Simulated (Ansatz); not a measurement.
A run for Ansatz (an electronic-structure program): U-wB97X-V/cc-pVTZ on CH5BO (SMILES BOC), a point of a bond scan (R = 1.192 Å).

Ansatz 0.2 input:
```yaml
crystal:
  periodic: [false, false, false]
  atoms:
    - {symbol: B, position_ang: [-0.29601612, 0.11287921, 1.27194518]}
    - {symbol: H, position_ang: [-1.18413033, 0.52665691, 1.95150054]}
    - {symbol: H, position_ang: [0.69681460, -0.37886937, 1.73084670]}
    - {symbol: O, position_ang: [-0.44734906, 0.21797670, -0.05665238]}
    - {symbol: C, position_ang: [0.53525936, -0.23564232, -0.98322630]}
    - {symbol: H, position_ang: [1.39622510, -0.66492676, -0.46632952]}
    - {symbol: H, position_ang: [0.08263230, -0.98692983, -1.63070172]}
    - {symbol: H, position_ang: [0.85577534, 0.60971339, -1.59246502]}
basis:
  gaussian:
    orbitals: cc-pVTZ
hamiltonian:
  xc: {name: wB97X-V}
magnetization: {spin_polarized: true, initial_magnetization: 0}
```

The log:

```
WARN ansatz: RAYON_NUM_THREADS=1 ignored (pool sized by the plan → 1); use --threads N
Functional definition: wB97X-V
integrals: 0.07 GiB planned
843 factors; their error is unknown
integrals: 0.10 GiB planned
210 factors; integrals over basis functions are off by at most 1.3e-5 eV
mean field: 0.90 GiB planned
mean field evaluation 1: about -3840.3003 eV, gradient 2.5e1 eV
mean field evaluation 2: about -3840.3258 eV, gradient 2.7e1 eV
mean field evaluation 4: about -3842.5835 eV, gradient 8.9e-1 eV
mean field evaluation 8: about -3842.5784 eV, gradient 2.6e-1 eV
mean field evaluation 16: about -3842.5785 eV, gradient 2.6e-5 eV
mean field -3842.57854258 eV, -141.2121568466 hartree, gradient 2.6e-5 eV, S^2 0.000000; 0 other end points of the search recorded, 0 dependent functions left out
reference -3842.57854077 eV, -141.2121567802 hartree; 12, 12 occupied and 148, 148 virtual orbitals, 843 factors
Total energy: -3842.57854077 eV, -141.2121567802 hartree
```

The run converged.

Cost: roughly 8 core-seconds.
